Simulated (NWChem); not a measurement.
## Atomisation of BF

```xyz
2

B      0.0000     0.0000    -0.8123
F      0.0000     0.0000     0.4513
```
Charge 0, spin multiplicity 1.

The numbers come from NWChem runs, not from measurements. Structure: optimised with B3LYP/def2-SVP, a minimum by its harmonic frequencies.

Basis set: def2-QZVP. The atomisation energy is electronic alone: no zero-point, thermal, spin-orbit or counterpoise terms. No value is extrapolated to the basis-set limit. Free atoms are single determinants with multiplicities B 2, F 2. Correlated methods freeze the same cores in atoms and molecule, 2 orbitals in all.

Relative cost: rough, from shared machines, SCF included, B3LYP = 1. Costs are the molecule's.

B3LYP has NWChem's definition, with VWN1-RPA local correlation. The structure started from a generated list of species. No SCF solution was tested for a lower state. Open-shell Hartree-Fock references start from PBE0 orbitals; any time given for them includes that run. Coupled-cluster values serve here as a point of comparison, not as the truth.

```json
[
 {"method": "B3LYP", "atomisation energy (kcal/mol)": "180.3", "relative cost": "1"},
 {"method": "HF", "atomisation energy (kcal/mol)": "137.5", "relative cost": "under 3"},
 {"method": "PBE0", "atomisation energy (kcal/mol)": "179.7", "relative cost": "under 3"},
 {"method": "BHandHLYP", "atomisation energy (kcal/mol)": "171.7", "relative cost": "under 3"},
 {"method": "PBE", "atomisation energy (kcal/mol)": "186.8", "relative cost": "under 3"},
 {"method": "r2SCAN", "atomisation energy (kcal/mol)": "[?]", "relative cost": "under 3"},
 {"method": "BP86", "atomisation energy (kcal/mol)": "[?]", "relative cost": "under 3"},
 {"method": "LDA (SVWN5)", "atomisation energy (kcal/mol)": "210.6", "relative cost": "under 3"},
 {"method": "MP2", "atomisation energy (kcal/mol)": "188.9", "relative cost": "under 3"},
 {"method": "CCSD(T)", "atomisation energy (kcal/mol)": "[?]", "relative cost": "20"}
]
```

Problem. Fill in the missing entries.

Solution. 
- r2SCAN, atomisation energy (kcal/mol): 180.9
- BP86, atomisation energy (kcal/mol): 185.6
- CCSD(T), atomisation energy (kcal/mol): 180.1
